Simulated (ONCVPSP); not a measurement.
**Configuration tests for rhenium (Re) (ONCV)**

rhenium (Re), optimised norm-conserving Vanderbilt (ONCV), made with ONCVPSP 4.0.1 (PBE, scalar-relativistic). Core [Kr] 4d10, reference 4f14 5s2 5p6 5d5.5 6s1.5. Waves: 5s+6s: rc 1.55 bohr, ncon 4, nbas 9, qcut 9.6 1/bohr, 3 projectors, debl 2.2 Ha; 5p: rc 1.80 bohr, ncon 4, nbas 8, qcut 8.2 1/bohr, 2 projectors, debl 1.3 Ha; 5d: rc 2.50 bohr, ncon 4, nbas 8, qcut 6.6 1/bohr, 1 projector; 4f: rc 0.75 bohr, ncon 3, nbas 8, qcut 21 1/bohr, 3 projectors, debl 4 Ha. Local part: polynomial inside 0.65 bohr (lpopt 3, dvloc0 3 Ha). Core correction: Teter function, fcfact 2.75, rcfact 1.3.

In the p channel the program set the typed energies aside and used -1.689, 0.250 Ha.

Energies are relative to the spin-unpolarised reference configuration 4f14 5s2 5p6 5d5.5 6s1.5; without spin polarisation the order of configurations can differ from experiment.

| valence configuration | charge | ΔE all-electron (eV) | error AE − PS (meV) |
| --- | --- | --- | --- |
| 4f14 5s2 5p6 5d5 6s2 | 0 | -0.382 | +2.6 |
| 4f14 5s2 5p6 5d5 6s1 | +1 | 8.866 | -1.1 |

**Question.** What are ΔE and the potential's error for 4f14 5s2 5p6 5d5 6s0?

**Answer.** ΔE = 25.189 eV all-electron; the error (AE − PS) is -7.7 meV.

**Question.** What are ΔE and the potential's error for 4f14 5s2 5p6 5d4 6s0?

**Answer.** ΔE = 52.317 eV all-electron; the error (AE − PS) is -6.5 meV.

Note: ghosts flagged at negative energy: s at -438.7 eV; GHOST(+) flagged for p at 17.1 eV, d at 106.3 eV. A true bound ghost makes a file unfit for plane-wave use.
